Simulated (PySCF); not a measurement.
Isomers of CH15NOSi5.

All values: PBE0/pcSseg-1 (PySCF) at GFN2-xTB geometries, gas phase, one conformer each.

(1) Rank by HOMO–LUMO gap, highest first.
A. `[CH3:1][NH:2][Si@H:3]([SiH3:4])[SiH2:5][SiH2:6][SiH2:7][OH:8]` with C1–N2–Si3–Si4 -53°, N2–Si3–Si5–Si6 41°, Si3–Si5–Si6–Si7 -167°, Si5–Si6–Si7–O8 11°, Si6–Si7–O8–H 180°
B. `[CH3:1][NH:2][SiH2:3][Si:4]([SiH3:5])([SiH3:6])[SiH2:7][OH:8]` with C1–N2–Si3–Si4 59°, N2–Si3–Si4–Si5 -82°, Si3–Si4–Si7–O8 173°, Si4–Si7–O8–H 180°
C. `[NH2:1][Si@H:2]([O:3][SiH2:4][CH2:5][SiH3:6])[SiH2:7][SiH3:8]` with H–N1–Si2–O3 48° and -176°, N1–Si2–O3–Si4 -1°, Si2–O3–Si4–C5 -38°, O3–Si4–C5–Si6 -54°, N1–Si2–Si7–Si8 128°
D. `[OH:1][Si@@:2]([SiH3:3])([CH2:4][SiH3:5])[N:6]([SiH3:7])[SiH3:8]` with H–O1–Si2–Si3 177°, O1–Si2–C4–Si5 59°, O1–Si2–N6–Si7 -1°
E. `[CH3:1][O:2][SiH2:3][Si:4]([SiH3:5])([SiH3:6])[SiH2:7][NH2:8]` with C1–O2–Si3–Si4 178°, O2–Si3–Si4–Si5 -62°, Si3–Si4–Si7–N8 171°, Si4–Si7–N8–H 53° and -170°
F. `[OH:1][SiH2:2][Si@H:3]([SiH3:4])[N:5]([SiH3:6])[CH2:7][SiH3:8]` with H–O1–Si2–Si3 52°, O1–Si2–Si3–Si4 85°, Si2–Si3–N5–Si6 70°, Si3–N5–C7–Si8 81°

(2) Rank by LUMO energy, highest first.
A. `[OH:1][Si@@:2]([SiH3:3])([CH2:4][SiH3:5])[N:6]([SiH3:7])[SiH3:8]` with H–O1–Si2–Si3 177°, O1–Si2–C4–Si5 59°, O1–Si2–N6–Si7 -1°
B. `[CH3:1][O:2][SiH2:3][Si:4]([SiH3:5])([SiH3:6])[SiH2:7][NH2:8]` with C1–O2–Si3–Si4 178°, O2–Si3–Si4–Si5 -62°, Si3–Si4–Si7–N8 171°, Si4–Si7–N8–H 53° and -170°
C. `[CH3:1][NH:2][SiH2:3][Si:4]([SiH3:5])([SiH3:6])[O:7][SiH3:8]` with C1–N2–Si3–Si4 176°, N2–Si3–Si4–Si5 68°, Si3–Si4–O7–Si8 -177°
D. `[OH:1][SiH2:2][Si@H:3]([SiH3:4])[N:5]([SiH3:6])[CH2:7][SiH3:8]` with H–O1–Si2–Si3 52°, O1–Si2–Si3–Si4 85°, Si2–Si3–N5–Si6 70°, Si3–N5–C7–Si8 81°
E. `[SiH3:1][NH:2][Si@@H:3]([SiH3:4])[CH2:5][SiH2:6][O:7][SiH3:8]` with Si1–N2–Si3–Si4 54°, N2–Si3–C5–Si6 -52°, Si3–C5–Si6–O7 -172°

(3) Rank by dipole moment, highest first.
A. `[CH3:1][O:2][SiH2:3][Si:4]([SiH3:5])([SiH3:6])[SiH2:7][NH2:8]` with C1–O2–Si3–Si4 178°, O2–Si3–Si4–Si5 -62°, Si3–Si4–Si7–N8 171°, Si4–Si7–N8–H 53° and -170°
B. `[CH3:1][NH:2][SiH2:3][Si:4]([SiH3:5])([SiH3:6])[SiH2:7][OH:8]` with C1–N2–Si3–Si4 59°, N2–Si3–Si4–Si5 -82°, Si3–Si4–Si7–O8 173°, Si4–Si7–O8–H 180°
C. `[CH3:1][NH:2][Si@H:3]([SiH3:4])[SiH2:5][SiH2:6][SiH2:7][OH:8]` with C1–N2–Si3–Si4 -53°, N2–Si3–Si5–Si6 41°, Si3–Si5–Si6–Si7 -167°, Si5–Si6–Si7–O8 11°, Si6–Si7–O8–H 180°
D. `[OH:1][Si@@:2]([SiH3:3])([CH2:4][SiH3:5])[N:6]([SiH3:7])[SiH3:8]` with H–O1–Si2–Si3 177°, O1–Si2–C4–Si5 59°, O1–Si2–N6–Si7 -1°
E. `[CH3:1][NH:2][SiH2:3][Si:4]([SiH3:5])([SiH3:6])[O:7][SiH3:8]` with C1–N2–Si3–Si4 176°, N2–Si3–Si4–Si5 68°, Si3–Si4–O7–Si8 -177°

## Answers

(1) D (7.02 eV), C (6.70 eV), E (6.44 eV), B (5.99 eV), F (5.46 eV), A (5.21 eV).

(2) A (-0.24 eV), E (-0.37 eV), B (-0.79 eV), D (-1.07 eV), C (-1.34 eV).

(3) B (2.08 D), C (1.85 D), A (1.48 D), D (1.27 D), E (0.78 D).

All values together:

```csv
SMILES,μ (D),HOMO (eV),LUMO (eV),lowest IAO charge (e),highest IAO charge (e),lowest Hirshfeld charge (e),highest Hirshfeld charge (e)
CN[SiH2][Si]([SiH3])([SiH3])[SiH2]O,2.08,-6.70,-0.72,-0.804 (O),+0.775 (Si),-0.311 (O),+0.306 (Si)
O[SiH2][Si@H]([SiH3])N([SiH3])C[SiH3],2.17,-6.52,-1.07,-0.787 (O),+0.727 (Si),-0.304 (O),+0.334 (Si)
CN[SiH2][Si]([SiH3])([SiH3])O[SiH3],0.78,-6.74,-1.34,-0.891 (O),+0.887 (Si),-0.311 (O),+0.386 (Si)
CN[Si@H]([SiH3])[SiH2][SiH2][SiH2]O,1.85,-6.50,-1.29,-0.802 (O),+0.764 (Si),-0.310 (O),+0.320 (Si)
N[Si@H](O[SiH2]C[SiH3])[SiH2][SiH3],1.94,-7.13,-0.44,-0.889 (O),+1.021 (Si),-0.318 (N),+0.403 (Si)
[SiH3]N[Si@@H]([SiH3])C[SiH2]O[SiH3],1.20,-7.28,-0.37,-0.940 (N),+1.020 (Si),-0.330 (N),+0.402 (Si)
O[Si@@]([SiH3])(C[SiH3])N([SiH3])[SiH3],1.27,-7.26,-0.24,-1.052 (N),+1.109 (Si),-0.352 (N),+0.383 (Si)
CO[SiH2][Si]([SiH3])([SiH3])[SiH2]N,1.48,-7.23,-0.79,-0.841 (N),+0.749 (Si),-0.318 (N),+0.298 (Si)
```

Conformers: `[CH3:1][NH:2][SiH2:3][Si:4]([SiH3:5])([SiH3:6])[SiH2:7][OH:8]` with C1–N2–Si3–Si4 59°, N2–Si3–Si4–Si5 -82°, Si3–Si4–Si7–O8 173°, Si4–Si7–O8–H 180°; `[OH:1][SiH2:2][Si@H:3]([SiH3:4])[N:5]([SiH3:6])[CH2:7][SiH3:8]` with H–O1–Si2–Si3 52°, O1–Si2–Si3–Si4 85°, Si2–Si3–N5–Si6 70°, Si3–N5–C7–Si8 81°; `[CH3:1][NH:2][SiH2:3][Si:4]([SiH3:5])([SiH3:6])[O:7][SiH3:8]` with C1–N2–Si3–Si4 176°, N2–Si3–Si4–Si5 68°, Si3–Si4–O7–Si8 -177°; `[CH3:1][NH:2][Si@H:3]([SiH3:4])[SiH2:5][SiH2:6][SiH2:7][OH:8]` with C1–N2–Si3–Si4 -53°, N2–Si3–Si5–Si6 41°, Si3–Si5–Si6–Si7 -167°, Si5–Si6–Si7–O8 11°, Si6–Si7–O8–H 180°; `[NH2:1][Si@H:2]([O:3][SiH2:4][CH2:5][SiH3:6])[SiH2:7][SiH3:8]` with H–N1–Si2–O3 48° and -176°, N1–Si2–O3–Si4 -1°, Si2–O3–Si4–C5 -38°, O3–Si4–C5–Si6 -54°, N1–Si2–Si7–Si8 128°; `[SiH3:1][NH:2][Si@@H:3]([SiH3:4])[CH2:5][SiH2:6][O:7][SiH3:8]` with Si1–N2–Si3–Si4 54°, N2–Si3–C5–Si6 -52°, Si3–C5–Si6–O7 -172°; `[OH:1][Si@@:2]([SiH3:3])([CH2:4][SiH3:5])[N:6]([SiH3:7])[SiH3:8]` with H–O1–Si2–Si3 177°, O1–Si2–C4–Si5 59°, O1–Si2–N6–Si7 -1°; `[CH3:1][O:2][SiH2:3][Si:4]([SiH3:5])([SiH3:6])[SiH2:7][NH2:8]` with C1–O2–Si3–Si4 178°, O2–Si3–Si4–Si5 -62°, Si3–Si4–Si7–N8 171°, Si4–Si7–N8–H 53° and -170°.
